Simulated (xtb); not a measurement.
dimethyl carbonate (C₃H₆O₃), singlet, at a GFN2-xTB geometry, atoms displaced at random by about 0.05 Å a coordinate; GFN1-xTB (xtb).

Input for xtb:
```
$ xtb mol.xyz --gfn 1 --opt crude --json

# file mol.xyz
12

C      2.27664282     0.11976801     0.04307515
O      1.17215411    -0.49370723     0.43254203
C     -0.00016480     0.08971513     0.01084408
O     -0.13275443     1.07600711    -0.67595435
O     -1.02051027    -0.64000548     0.35020435
C     -2.40037063    -0.18589556     0.02502362
H      2.36367365     1.09699413     0.36996050
H      3.09812601    -0.49340103     0.47398375
H      2.49227738     0.08898120    -1.03891742
H     -3.05889228    -0.78653572     0.40279625
H     -2.38399009    -0.10598733    -1.09419293
H     -2.42770171     0.92629158     0.31939007
```

What the program printed (banner, timings and long lists left out):

```
   ID    Z sym.   atoms
    1    6 C      1, 3, 6
    2    8 O      2, 4, 5
    3    1 H      7-12

           -------------------------------------------------
          |                Calculation Setup                |
           -------------------------------------------------

           -------------------------------------------------
          |                 G F N 1 - x T B                 |
           -------------------------------------------------

          ...................................................
          :                      SETUP                      :
          :.................................................:
          :  # basis functions                  36          :
          :  # atomic orbitals                  36          :
          :  # shells                           24          :
          :  # electrons                        36          :
          :  # halogen bonds                     0          :
          :  max. iterations                   250          :
          :  Hamiltonian                  GFN1-xTB          :
          :  restarted?                      false          :
          :  GBSA solvation                  false          :
          :  PC potential                    false          :
          :  electronic temp.          300.0000000     K    :
          :  accuracy                    1.0000000          :
          :  -> integral cutoff          0.2500000E+02      :
          :  -> integral neglect         0.1000000E-07      :
          :  -> SCF convergence          0.1000000E-05 Eh   :
          :  -> wf. convergence          0.2000000E-04 e    :
          :  Broyden damping             0.4000000          :
          :  net charge                          0          :
          :  unpaired electrons                  0          :
          ...................................................

 iter      E             dE          RMSdq      gap      omega  full diag
   1    -23.7015355 -0.237015E+02  0.767E+00    8.30       0.0  T
   2    -23.8685183 -0.166983E+00  0.445E+00    6.27       1.0  T
   3    -23.8716214 -0.310312E-02  0.210E+00    6.97       1.0  T
   4    -23.8778349 -0.621356E-02  0.267E-01    6.52       1.0  T
   5    -23.8784959 -0.660978E-03  0.503E-02    6.62       1.0  T
   6    -23.8785298 -0.338715E-04  0.609E-03    6.61       4.7  T
   7    -23.8785301 -0.292366E-06  0.728E-04    6.61      39.7  T
   8    -23.8785301 -0.331042E-08  0.352E-04    6.61      81.9  T
   9    -23.8785301 -0.576041E-09  0.142E-04    6.61     202.9  T
  10    -23.8785301 -0.224155E-09  0.828E-05    6.61     348.6  T

   *** convergence criteria satisfied after 10 iterations ***

         :::::::::::::::::::::::::::::::::::::::::::::::::::::
         ::                     SUMMARY                     ::
         :::::::::::::::::::::::::::::::::::::::::::::::::::::
         :: total energy             -23.671908588092 Eh    ::
         :: gradient norm              0.257294378247 Eh/a0 ::
         :: HOMO-LUMO gap              6.613852578129 eV    ::
         ::.................................................::
         :: SCC energy               -23.878530071688 Eh    ::
         :: -> electrostatic           0.122447802072 Eh    ::
         :: repulsion energy           0.209829417653 Eh    ::
         :: dispersion energy         -0.003207934057 Eh    ::
         :: halogen bond corr.         0.000000000000 Eh    ::
         :: add. restraining           0.000000000000 Eh    ::
         :: total charge              -0.000000000000 e     ::
         :::::::::::::::::::::::::::::::::::::::::::::::::::::

      -----------------------------------------------------------
     |                   =====================                   |
     |                        A N C O P T                        |
     |                   =====================                   |
     |               Approximate Normal Coordinate               |
     |                Rational Function Optimizer                |
      -----------------------------------------------------------
      -----------------------------------------------------------
     |                   =====================                   |
     |                        A N C O P T                        |
     |                   =====================                   |
     |               Approximate Normal Coordinate               |
     |                Rational Function Optimizer                |
      -----------------------------------------------------------

          ...................................................
          :                      SETUP                      :
          :.................................................:
          :   optimization level             crude          :
          :   max. optcycles                   200          :
          :   ANC micro-cycles                  20          :
          :   degrees of freedom                30          :
          :.................................................:
          :   RF solver                   davidson          :
          :   write xtbopt.log                true          :
          :   linear?                        false          :
          :   energy convergence         0.5000000E-03 Eh   :
          :   grad. convergence          0.1000000E-01 Eh/α :
          :   maxmium RF displ.          1.0000000          :
          :   Hlow (freq-cutoff)         0.1000000E-01      :
          :   Hmax (freq-cutoff)         5.0000000          :
          :   S6 in model hess.         20.0000000          :
          ...................................................

generating ANC from exact Hessian ...
Using Lindh-Hessian (1995)
 Shifting diagonal of input Hessian by    6.0738792790519750E-003
 Lowest  eigenvalues of input Hessian
    0.000000    0.000000    0.000000    0.000000    0.000000    0.000000
[...]
 * total energy  :   -23.6719086 Eh     change       -0.7586465E-10 Eh
 * total energy  :   -23.7024564 Eh     change       -0.3054785E-01 Eh
 * total energy  :   -23.7069894 Eh     change       -0.4532910E-02 Eh
 * total energy  :   -23.7073486 Eh     change       -0.3592559E-03 Eh
   *** GEOMETRY OPTIMIZATION CONVERGED AFTER 4 ITERATIONS ***
[...]
   2    -23.8877262 -0.781597E-13  0.106E-06    6.95   27329.7  T
   3    -23.8877262  0.355271E-14  0.221E-07    6.95  100000.0  T

   *** convergence criteria satisfied after 3 iterations ***

         :::::::::::::::::::::::::::::::::::::::::::::::::::::
         ::                     SUMMARY                     ::
         :::::::::::::::::::::::::::::::::::::::::::::::::::::
         :: total energy             -23.707348606944 Eh    ::
         :: gradient norm              0.009933954824 Eh/a0 ::
         :: HOMO-LUMO gap              6.947694530564 eV    ::
         ::.................................................::
         :: SCC energy               -23.887726180306 Eh    ::
         :: -> electrostatic           0.122762812780 Eh    ::
         :: repulsion energy           0.183582182216 Eh    ::
         :: dispersion energy         -0.003204608854 Eh    ::
         :: halogen bond corr.         0.000000000000 Eh    ::
         :: add. restraining           0.000000000000 Eh    ::
         :: total charge               0.000000000000 e     ::
         :::::::::::::::::::::::::::::::::::::::::::::::::::::

           -------------------------------------------------
          |                Property Printout                |
           -------------------------------------------------

    * Orbital Energies and Occupations

         #    Occupation            Energy/Eh            Energy/eV
      -------------------------------------------------------------
         1        2.0000           -0.8457342             -23.0136
       ...           ...                  ...                  ...
         6        2.0000           -0.6633111             -18.0496
         7        2.0000           -0.6561129             -17.8537
         8        2.0000           -0.6516265             -17.7317
         9        2.0000           -0.6123709             -16.6635
        10        2.0000           -0.6012685             -16.3613
        11        2.0000           -0.5815104             -15.8237
        12        2.0000           -0.5726081             -15.5815
        13        2.0000           -0.5527957             -15.0423
        14        2.0000           -0.5262606             -14.3203
        15        2.0000           -0.5146987             -14.0057
        16        2.0000           -0.5007303             -13.6256
        17        2.0000           -0.4926125             -13.4047
        18        2.0000           -0.4888423             -13.3021 (HOMO)
        19                         -0.2335192              -6.3544 (LUMO)
        20                         -0.1472203              -4.0061
        21                         -0.1449157              -3.9434
        22                         -0.0838025              -2.2804
        23                         -0.0833807              -2.2689
        24                         -0.0823819              -2.2417
        25                         -0.0817124              -2.2235
        26                          0.0178725               0.4863
        27                          0.0706536               1.9226
        28                          0.1671200               4.5476
        29                          0.2390039               6.5036
       ...                                ...                  ...
        36                          0.7592405              20.6600
      -------------------------------------------------------------
                  HL-Gap            0.2553231 Eh            6.9477 eV
             Fermi-level           -0.3611808 Eh           -9.8282 eV

  Mulliken/CM5 charges         n(s)   n(p)   n(d)
     1C     0.17545  0.05654   0.973  2.851  0.000
     2O    -0.40109 -0.48315   1.673  4.728  0.000
     3C     0.75716  0.84369   0.885  2.357  0.000
     4O    -0.56180 -0.61144   1.712  4.849  0.000
     5O    -0.40130 -0.48340   1.676  4.725  0.000
     6C     0.17328  0.05302   0.976  2.851  0.000
     7H     0.04312  0.10412   0.957  0.000  0.000
     8H     0.04182  0.10212   0.958  0.000  0.000
     9H     0.04194  0.10299   0.958  0.000  0.000
    10H     0.04271  0.10309   0.957  0.000  0.000
    11H     0.04360  0.10520   0.956  0.000  0.000
    12H     0.04510  0.10722   0.955  0.000  0.000

Wiberg/Mayer (AO) data.
largest (>0.10) Wiberg bond orders for each atom

 ---------------------------------------------------------------------------
     #   Z sym  total        # sym  WBO       # sym  WBO       # sym  WBO
 ---------------------------------------------------------------------------
     1   6 C    3.882 --     8 H    0.987     9 H    0.981     7 H    0.981
                             2 O    0.912
     2   8 O    2.189 --     3 C    1.081     1 C    0.912     4 O    0.118
     3   6 C    3.843 --     4 O    1.636     5 O    1.085     2 O    1.081
     4   8 O    1.917 --     3 C    1.636     5 O    0.118     2 O    0.118
     5   8 O    2.188 --     3 C    1.085     6 C    0.909     4 O    0.118
     6   6 C    3.881 --    10 H    0.987    11 H    0.982    12 H    0.982
                             5 O    0.909
     7   1 H    1.010 --     1 C    0.981
     8   1 H    1.014 --     1 C    0.987
     9   1 H    1.009 --     1 C    0.981
    10   1 H    1.013 --     6 C    0.987
    11   1 H    1.009 --     6 C    0.982
    12   1 H    1.010 --     6 C    0.982
 ---------------------------------------------------------------------------

Topologies differ in total number of bonds
Writing topology from bond orders to xtbtopo.mol

 dipole moment from electron density (au)
     X       Y       Z
   0.0034  -0.1856   0.0799  total (Debye):    0.514

optimized geometry written to: xtbopt.xyz

           -------------------------------------------------
          | TOTAL ENERGY              -23.707348606944 Eh   |
          | GRADIENT NORM               0.009933954824 Eh/α |
          | HOMO-LUMO GAP               6.947694530564 eV   |
           -------------------------------------------------
```
